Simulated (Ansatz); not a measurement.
Input file for `C[CH2][GeH2][CH3]`:

```yaml
crystal:
  periodic: [false, false, false]
  atoms:
    - {symbol: C, position_ang: [-0.804738, 1.069351, 1.273301]}
    - {symbol: C, position_ang: [-0.602681, -0.424233, 1.057864]}
    - {symbol: Ge, position_ang: [0.856459, -0.836312, -0.188186]}
    - {symbol: C, position_ang: [0.504910, -0.061432, -1.949530]}
    - {symbol: H, position_ang: [-1.051334, 1.582337, 0.339890]}
    - {symbol: H, position_ang: [-1.618483, 1.268269, 1.976380]}
    - {symbol: H, position_ang: [0.096510, 1.540663, 1.674804]}
    - {symbol: H, position_ang: [-1.514606, -0.885912, 0.667415]}
    - {symbol: H, position_ang: [-0.384336, -0.924078, 2.005699]}
    - {symbol: H, position_ang: [2.176837, -0.259056, 0.370189]}
    - {symbol: H, position_ang: [1.019571, -2.366135, -0.319411]}
    - {symbol: H, position_ang: [0.423946, 1.024500, -1.881133]}
    - {symbol: H, position_ang: [-0.427906, -0.454976, -2.357015]}
    - {symbol: H, position_ang: [1.312854, -0.302288, -2.641567]}
basis:
  gaussian: {orbitals: def2-SVP}
correlation: {method: ccsd_t}
```

```sh
$ ansatz run in.yaml --threads 4 --pin off --events-out ev --progress --plain
```

Output of Ansatz, abridged:

```
Functional definition: HF
1272 factors; integrals over basis functions are off by at most 1.4e-3 eV
mean field evaluation 1: about -59711.0813 eV, gradient 3.1e1 eV
mean field evaluation 2: about -59711.1349 eV, gradient 3.1e1 eV
mean field evaluation 4: about -59713.8779 eV, gradient 3.2e0 eV
mean field evaluation 8: about -59713.9123 eV, gradient 7.9e-5 eV
mean field -59713.91231819 eV, -2194.4458021502 hartree, gradient 2.8e-6 eV, S^2 0.000000; 0 other end points of the search recorded, 0 dependent functions left out
12 core orbitals not correlated: weight in the atoms' cores, before any rotation towards them, 1.000 or more for the frozen orbitals, at most 0.000 for the correlated occupied ones
reference -59713.91231819 eV, -2194.4458021502 hartree; 18, 18 occupied and 94, 94 virtual orbitals, 1272 factors
second order -18.45542839 eV of doubles, -0.00000000 eV of singles
cycle   1  -19.24874685 eV  change   -7.9e-1 eV  update   9.1e-2
cycle   2  -19.82064882 eV  change   -5.7e-1 eV  update   2.7e-2
cycle   3  -19.89005432 eV  change   -6.9e-2 eV  update   1.0e-2
cycle   4  -19.89287840 eV  change   -2.8e-3 eV  update   2.6e-3
cycle   5  -19.89285423 eV  change    2.4e-5 eV  update   7.0e-4
cycle   6  -19.89270614 eV  change    1.5e-4 eV  update   2.0e-4
cycle   7  -19.89271591 eV  change   -9.8e-6 eV  update   5.5e-5
cycle   8  -19.89271274 eV  change    3.2e-6 eV  update   1.6e-5
perturbative correction -0.56461136 eV, -0.0207490848 hartree
Total energy: -59734.36964230 eV, -2195.1975949444 hartree
```

It took 4.6 s on 4 threads of a server CPU on a shared host, with 0.85 GiB of host memory at the peak.

MP2 recovers 90.2 % of the CCSD(T) correlation energy and the triples give 2.8 %; T1 = 0.0082.
